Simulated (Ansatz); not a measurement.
`[SiH3]OC1CO1`, relaxed with RKS PBE0-D4/def2-TZVP in Ansatz 0.2.0 from a PBE-D4/def2-SVP geometry. The force threshold is 0.005 eV/Å; the program also tests the step.

The species carries charge 0 and has multiplicity 1.

Start:

```xyz
11

Si    0.795   -0.029   -1.553
O    -0.710   -0.331   -0.813
C    -0.812   -0.535    0.546
C    -0.527    0.534    1.521
O     0.399   -0.554    1.285
H     0.428    0.182   -2.990
H     1.449    1.214   -1.011
H     1.726   -1.201   -1.431
H    -1.534   -1.340    0.787
H    -1.008    0.537    2.518
H    -0.205    1.522    1.140
```

| step | energy (eV) | largest force (eV/Å) | largest move (Å) |
| --- | --- | --- | --- |
| 1 | -14135.5632 | 0.637 | 0.000 |
| 2 | -14135.6199 | 0.388 | 0.038 |
| 3 | -14135.6314 | 0.073 | 0.014 |
| 4 (rejected) | -14135.6313 | 0.092 | 0.027 |
| 5 | -14135.6322 | 0.020 | 0.013 |
| 6 | -14135.6323 | 0.010 | 0.007 |
| 7 | -14135.6324 | 0.003 | 0.004 |

End:

```xyz
11

Si    0.778   -0.029   -1.542
O    -0.681   -0.324   -0.804
C    -0.798   -0.528    0.544
C    -0.527    0.530    1.506
O     0.391   -0.552    1.289
H     0.417    0.183   -2.963
H     1.427    1.194   -1.003
H     1.701   -1.182   -1.414
H    -1.507   -1.320    0.775
H    -1.010    0.534    2.479
H    -0.191    1.494    1.133
```

Run time 24 s (4 threads of an Arm Neoverse V1 on a shared host); peak host memory 0.48 GiB.
